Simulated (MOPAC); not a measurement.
MOPAC input (PM6):

```
PM6 FORCE THERMO(298,298) PRECISE LET UHF MS=0.5 GEO-OK AUX(PRECISION=9) THREADS=1
H2Ga

Ga    0.01216214 1    0.00280666 1    0.00852523 1
H    -0.23507650 1   -1.44180099 1   -0.27813573 1
H    -0.75257256 1    1.21388095 1   -0.41417158 1
```

Q: Which zero-point energy does it print?

A: 7.77 kcal/mol, from the harmonic wavenumbers of PM6.
